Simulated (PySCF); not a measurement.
Species: C4HClFN.
Geometry (PBE0-D3(BJ)/def2-SVP, Å), atoms numbered from 1 in this order:
```
atom  x, y, z in Å
N1     1.2853   -1.0842   -2.5052
C2     0.8181   -0.7127   -1.5102
C3     0.2565   -0.2396   -0.3187
C4     0.0062   -0.3622    0.9648
Cl5    0.1498   -1.2766    2.3578
C6    -0.5256    0.8477    0.3438
F7    -1.8565    0.9431    0.1034
H8    -0.1013    1.8476    0.5111
```

Theory: MP2 and CCSD/aug-cc-pVDZ in PySCF, restricted Hartree–Fock reference, frozen core, non-relativistic, gas phase, PBE0-D3(BJ)/def2-SVP geometry.

E(HF) = -765.36538 Eh.

How large is the problem?

174 basis functions and 58 electrons; 11 orbitals frozen, which leaves o = 18 correlated occupied and v = 145 virtual orbitals. That is o·v = 2610 singles and o·v(o·v + 1)/2 = 3407355 distinct closed-shell doubles amplitudes before symmetry; the costliest CCSD step grows as o²v⁴ = 1.4 × 10^11.

What are the MP2 and CCSD correlation energies?

MP2 -1.0311 Eh and CCSD -1.0521 Eh, which gives totals of -766.39648 and -766.41752 Eh. That is 0.795 eV for each correlated electron at CCSD (2762 kJ/mol in all, 0.137 % of the total energy); MP2 gives 98.0 % of the CCSD value.

What is the T1 diagnostic?

0.0134, below the customary warning level of 0.02. It is the norm of the spatial-orbital singles amplitudes over the root of the number of correlated electrons, so the norm is 0.080.

How does correlation change the dipole moment?

HF gives 3.37 D and CCSD (unrelaxed density) 3.03 D, a change of -0.34 D.

No triples correction and no basis-set extrapolation were made.

The job also held the EOM ionisation roots. Hardware: Arm Neoverse V1, one thread, shared host with 64 logical CPUs at a one-minute load of 42. Cost: 11 min wall, 3.0 GiB resident at most.
